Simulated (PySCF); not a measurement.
Spectra and structures to be paired. Theory: PySCF 2.14.0, density-fitted response routines, TDDFT CAM-B3LYP/def2-SVPD, vertical, gas phase, core orbitals frozen in the response. Geometries: GFN2-xTB; one conformer of each isolated species. Triplets are in the Tamm–Dancoff approximation.

A. `C#C[Si@](N)(F)C#CC`
B. `C1C=C([SiH2]C=1)CC=C`
C. `[H]/N=C/[C@H]1[C@H](F)[Si@H]1C#C`

Lowest singlet levels (six at most, fewer where fewer were computed) with oscillator strengths:

1. 4.24 eV (f 0.104); 5.54 eV (f 0.002); 6.04 eV (f 0.018); 6.12 eV (f 0.002); 6.30 eV (f 0.008); 6.57 eV (f 0.046); T1 2.58 eV
2. 5.11 eV (f 0.031); 5.40 eV (f 0.002); 5.51 eV (f 0.202); 6.03 eV (f 0.002); 6.06 eV (f 0.042); 6.42 eV (f 0.072); T1 4.10 eV
3. 5.73 eV (f 0.001); 6.01 eV (f 0.001); 6.08 eV (f 0.001); 6.16 eV (f 0.003); 6.39 eV (f 0.005); 6.51 eV (f 0.002); T1 4.93 eV

Question: Match each spectrum to its molecule.

Answer: 1 = B, 2 = C, 3 = A.
- A: S1 at 5.73 eV, HOMO→LUMO (54%), HOMO-1→LUMO (16%); Löwdin shares by element: HOMO carbon 48% or more, nitrogen 33% (atoms not listed hold the other 19%); LUMO carbon 49% or more, silicon 20% (atoms not listed hold the other 32%); HOMO -8.99 and LUMO 0.45 eV.
- B: S1 at 4.24 eV, HOMO→LUMO (97%); Löwdin shares by element: HOMO carbon 81% or more (atoms not listed hold the other 19%); LUMO carbon 68% or more (atoms not listed hold the other 32%); HOMO -7.67 and LUMO -0.32 eV.
- C: S1 at 5.11 eV, HOMO-1→LUMO+2 (27%), HOMO-1→LUMO (26%), HOMO→LUMO (21%); Löwdin shares by element: HOMO carbon 34% or more, silicon 21%, nitrogen 13% (atoms not listed hold the other 32%); LUMO carbon 42% or more, silicon 26% (atoms not listed hold the other 33%); HOMO -8.28 and LUMO -0.07 eV.
